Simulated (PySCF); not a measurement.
Frontier levels across methods

Compound: C3H8BFSi.
Z-matrix (Å and degrees, PBE0-D3(BJ)/def2-SVP geometry), rows numbered from 1:
```
B 
Si  1  2.0076
C   2  1.9173  1  117.33
C   3  1.5306  2   86.61  1   133.99
F   4  1.3753  3  114.40  2  -149.18
C   4  1.5306  3  101.24  2   -25.66
H   1  1.2076  2  124.23  3   137.46
H   1  1.2103  2  117.93  3   -42.70
H   2  1.4959  1  116.05  3  -136.31
H   3  1.1024  2  108.43  1    24.88
H   3  1.0980  2  123.82  1  -105.31
H   4  1.1053  3  109.83  2    90.38
H   6  1.1024  2  108.52  1   -25.22
H   6  1.0977  2  123.72  1   105.02
```

Basis pcSseg-1 throughout (PySCF), one geometry. One conformer (not necessarily the lowest) at the PBE0-D3(BJ)/def2-SVP geometry, without solvent, vibrations or thermal averaging.

Q: How do the orbital energies, the gap and the dipole change with the method?

A: 
```json
{"method": "BLYP", "kind": "GGA", "HOMO (eV)": "-6.62", "LUMO (eV)": "-3.48", "gap (eV)": "3.14", "μ (D)": "1.40", "SCF cycles": "14"}
{"method": "OPBE", "kind": "GGA", "HOMO (eV)": "-6.72", "LUMO (eV)": "-3.48", "gap (eV)": "3.23", "μ (D)": "1.33", "SCF cycles": "14"}
{"method": "B97-D", "kind": "GGA", "HOMO (eV)": "-6.74", "LUMO (eV)": "-3.45", "gap (eV)": "3.29", "μ (D)": "1.49", "SCF cycles": "14"}
{"method": "PBE", "kind": "GGA", "HOMO (eV)": "-6.75", "LUMO (eV)": "-3.66", "gap (eV)": "3.09", "μ (D)": "1.33", "SCF cycles": "15"}
{"method": "KT2", "kind": "GGA", "HOMO (eV)": "-6.83", "LUMO (eV)": "-3.66", "gap (eV)": "3.17", "μ (D)": "1.40", "SCF cycles": "15"}
{"method": "KT3", "kind": "GGA", "HOMO (eV)": "-6.85", "LUMO (eV)": "-3.56", "gap (eV)": "3.29", "μ (D)": "1.43", "SCF cycles": "15"}
{"method": "BP86", "kind": "GGA", "HOMO (eV)": "-6.85", "LUMO (eV)": "-3.71", "gap (eV)": "3.14", "μ (D)": "1.38", "SCF cycles": "14"}
{"method": "LDA", "kind": "LDA", "HOMO (eV)": "-6.87", "LUMO (eV)": "-3.94", "gap (eV)": "2.93", "μ (D)": "1.38", "SCF cycles": "15"}
{"method": "B97-2", "kind": "global hybrid", "HOMO (eV)": "-7.79", "LUMO (eV)": "-2.71", "gap (eV)": "5.08", "μ (D)": "1.78", "SCF cycles": "14"}
{"method": "B3LYP", "kind": "global hybrid", "HOMO (eV)": "-7.82", "LUMO (eV)": "-2.94", "gap (eV)": "4.89", "μ (D)": "1.76", "SCF cycles": "13"}
{"method": "PBE0", "kind": "global hybrid", "HOMO (eV)": "-8.04", "LUMO (eV)": "-2.75", "gap (eV)": "5.29", "μ (D)": "1.76", "SCF cycles": "14"}
{"method": "mPW1PW91", "kind": "global hybrid", "HOMO (eV)": "-8.07", "LUMO (eV)": "-2.73", "gap (eV)": "5.35", "μ (D)": "1.81", "SCF cycles": "13"}
{"method": "BHandHLYP", "kind": "global hybrid", "HOMO (eV)": "-9.22", "LUMO (eV)": "-1.72", "gap (eV)": "7.50", "μ (D)": "2.14", "SCF cycles": "12"}
{"method": "CAM-B3LYP", "kind": "range-separated hybrid", "HOMO (eV)": "-9.38", "LUMO (eV)": "-1.65", "gap (eV)": "7.74", "μ (D)": "1.97", "SCF cycles": "12"}
{"method": "wB97X-D", "kind": "range-separated hybrid", "HOMO (eV)": "-9.89", "LUMO (eV)": "-0.87", "gap (eV)": "9.02", "μ (D)": "1.97", "SCF cycles": "13"}
{"method": "LC-wPBE", "kind": "range-separated hybrid", "HOMO (eV)": "-10.71", "LUMO (eV)": "-0.47", "gap (eV)": "10.24", "μ (D)": "2.06", "SCF cycles": "14"}
{"method": "HF", "kind": "Hartree–Fock", "HOMO (eV)": "-11.03", "LUMO (eV)": "0.75", "gap (eV)": "11.78", "μ (D)": "2.48", "SCF cycles": "10"}
```

The HOMO spans 4.41 eV, from BLYP down to HF, and the gap runs from 2.93 eV (LDA) to 11.78 eV (HF). Over the methods BLYP (0 %), OPBE (0 %), B97-D (0 %), PBE (0 %), KT2 (0 %), KT3 (0 %), BP86 (0 %), LDA (0 %), B97-2 (21 %), B3LYP (20 %), PBE0 (25 %), mPW1PW91 (25 %), BHandHLYP (50 %), HF (100 %), a straight line through the gap against the share of exact exchange rises by 0.86 eV for each 10 % (correlation coefficient 0.999). The dipole ranges from 1.33 D (PBE) to 2.48 D (HF). This basis has no diffuse functions.
